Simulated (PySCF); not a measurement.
# Fractional electron number in As (arsenic, neutral)

The 4p alpha orbital of [Ar] 3d10 4s2 4p3 is emptied in steps (occupation f), with all orbitals relaxed, ending at [Ar] 3d10 4s2 4p2. Computed with PySCF 2.14 in def2-SVP (5s4p3d, 32 functions), with no relativity, point nucleus. The exact energy is a straight line in f; departures are measured from the line between the end points of the same method.

Q: Among UHF, LDA, PBE, PBE0, r2SCAN, LC-wPBE, BHandHLYP, wB97X, TPSS, HSE06, which shows the largest delocalisation error (convex curve), and which is closest to linear?

A: Most convex: LDA (-1.062 eV at f = 0.5); closest to linear: LC-wPBE (-0.066 eV).

```
  f  UHF (eV)  LDA (eV)  PBE (eV)  PBE0 (eV)  r2SCAN (eV)  LC-wPBE (eV)  BHandHLYP (eV)  wB97X (eV)  TPSS (eV)  HSE06 (eV)
  1     0.000     0.000     0.000      0.000        0.000         0.000           0.000       0.000      0.000       0.000
0.9     0.050    -0.380    -0.370     -0.265       -0.349        -0.026          -0.168      -0.049     -0.359      -0.302
0.7     0.115    -0.890    -0.863     -0.618       -0.807        -0.059          -0.392      -0.112     -0.838      -0.704
0.5     0.135    -1.062    -1.028     -0.733       -0.952        -0.066          -0.466      -0.134     -0.996      -0.837
0.3     0.113    -0.893    -0.862     -0.613       -0.791        -0.052          -0.391      -0.113     -0.835      -0.702
0.1     0.048    -0.383    -0.369     -0.261       -0.335        -0.020          -0.167      -0.050     -0.356      -0.300
  0     0.000     0.000     0.000      0.000        0.000         0.000           0.000       0.000      0.000       0.000
```

| method | E(f=0) − E(f=1) (eV) | −ε at f=1 (eV) | −ε at f=0.5 (eV) |
| --- | --- | --- | --- |
| UHF | 9.463 | 10.020 | 9.456 |
| LDA | 10.026 | 5.806 | 10.016 |
| PBE | 9.884 | 5.778 | 9.887 |
| PBE0 | 9.969 | 7.019 | 9.982 |
| r2SCAN | 10.130 | 6.246 | 10.182 |
| LC-wPBE | 10.036 | 9.740 | 10.055 |
| BHandHLYP | 9.760 | 7.888 | 9.763 |
| wB97X | 9.731 | 9.189 | 9.729 |
| TPSS | 9.929 | 5.940 | 9.936 |
| HSE06 | 9.951 | 6.595 | 9.957 |

Reference removal energy between the ground levels: 9.789 eV (measured; NIST Atomic Spectra Database, ionization energies). The calculation has no spin-orbit coupling. UHF lacks correlation.
